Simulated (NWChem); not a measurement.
C₄H₇N; SMILES C1CN(C=1)C

```xyz
12

C      0.0401     1.7437     0.1882
N      0.0279     0.4406    -0.4624
C      0.9859    -0.5450    -0.0832
C      0.1099    -1.5203     0.2206
C     -1.0280    -0.5567    -0.0652
H     -0.8056     2.3396    -0.1719
H      0.9619     2.2700    -0.0845
H     -0.0119     1.6890     1.2904
H      2.0654    -0.4240    -0.1261
H      0.1689    -2.5852     0.3989
H     -1.6090    -0.2297     0.8057
H     -1.7070    -0.8032    -0.8900
```
Atoms are numbered in this order, from 1.

Results from NWChem. Pople sets run with spherical d functions. The geometry was optimised at B3LYP/6-31G* (spherical d). Level: B3LYP/6-31G* with SMD (1 M gas to 1 M solution), gas-phase geometry.

Question: What does the run give for solvent water? Quantities: solvation free energy (kcal/mol); cavity-dispersion-structure term (kcal/mol); dipole in solution (D).

Answer: solvation free energy (kcal/mol): -3.8
cavity-dispersion-structure term (kcal/mol): 0.0
dipole in solution (D): 1.06
